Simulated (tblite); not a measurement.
Compound: C4H7FO2Si.
Cartesian coordinates in Å at the GFN2-xTB level; atoms count from 1:
```
atom  x, y, z in Å
C1    -1.3414    2.8613    0.5787
C2    -0.7734    1.9039    0.1289
Si3    0.0116    0.3910   -0.5734
F4    -0.2572    0.3986   -2.1711
O5     1.5707    0.5381   -0.2383
C6     2.6482   -0.3436   -0.4061
O7    -0.5430   -1.0175   -0.0114
C8    -1.8276   -1.5716   -0.1038
H9    -1.8191    3.7125    0.9705
H10    3.5107    0.0945    0.0966
H11    2.8725   -0.4732   -1.4666
H12    2.4244   -1.3165    0.0332
H13   -1.7758   -2.5902    0.2811
H14   -2.1713   -1.5877   -1.1395
H15   -2.5339   -0.9916    0.4936
```

Computed values, GFN2-xTB/tblite, gas phase, harmonic and unscaled. This tight-binding method is rough: wavenumbers can miss measured ones by several per cent, in bad cases by 10 to 20. One conformer, not necessarily the lowest.

Harmonic wavenumbers (cm⁻¹): 42.5, 64.7, 77.7, 86.4, 93.4, 113.7, 134.2, 203.5, 232.6, 276.6, 320.1, 325.9, 372.1, 614.5, 681.3, 681.4, 784.3, 815.8, 840.1, 1124.7, 1133.6, 1137.9, 1140.8, 1164.5, 1181.9, 1408.4, 1414.8, 1474.2, 1474.7, 1478.7, 1481.6, 2230.4, 2964.1, 2964.7, 2975.8, 2979.1, 2993.8, 2996.3, 3363.8.

A = 1785, B = 1506, C = 1089 MHz; mass 134.020 u (most abundant isotopes); point group C1, symmetry number 1.

Question: Zero-point energy?

Answer: ½Σν̃ = 22922 cm⁻¹ = 274.21 kJ/mol.

Question: Entropy at 350 K, 1 bar (ideal gas, RRHO, classical rotation)?

Answer: Translation 173.27, rotation 123.69, vibration 180.74: S = 477.7 J/(mol K).

Question: And Cp and H(350 K) − H(0)?

Answer: Cp = 174.41 J/(mol K), of which vibrations give 141.15 (their classical limit is 39 R = 324.3); H(350 K) − H(0) = 41.55 kJ/mol without the zero-point energy, 29.91 from vibrations.

Question: Blend soft modes into free rotors: weight 1/[1 + (100 cm⁻¹/ν̃)⁴] for the oscillator and the rest for a rotor with moment μB/(μ + B), μ = h/(8π²ν), B = 10⁻⁴⁴ kg m². What vibrational entropy results?

Answer: 161.26 J/(mol K) in place of 180.74, which changes −T·S at 350 K by +6.82 kJ/mol.

Question: How do the functions run with temperature in this model?

Answer: 
| T (K) | S (J/(mol K)) | Cp (J/(mol K)) | H − H(0) (kJ/mol) | G − H(0) (kJ/mol) | ln q(vib) |
| --- | --- | --- | --- | --- | --- |
| 50 | 254.2 | 70.2 | 2.40 | -10.30 | 0.85 |
| 100 | 312.6 | 99.1 | 6.70 | -24.56 | 2.83 |
| 298.15 | 450.9 | 160.6 | 32.86 | -101.57 | 9.90 |
| 373.15 | 489.1 | 180.4 | 45.65 | -136.85 | 12.13 |
| 500 | 546.1 | 209.5 | 70.44 | -202.58 | 15.59 |
| 750 | 639.5 | 251.2 | 128.40 | -351.21 | 21.56 |
| 1000 | 715.8 | 279.2 | 194.92 | -520.91 | 26.74 |

q(vib) and H(0) count from the zero-point level.

Question: What must be added to the electronic energy to get the Gibbs energy at 350 K and 1 bar?

Answer: ZPE + [H(350 K) − H(0)] − T·S = 274.21 + 41.55 − 167.20 = 148.56 kJ/mol.

Hindered rotation and anharmonicity are outside this model. Other conformers, if any are populated, would add a mixing term that is left out. The structure is chiral; the term R ln 2 for an equal mix with its mirror image is left out.
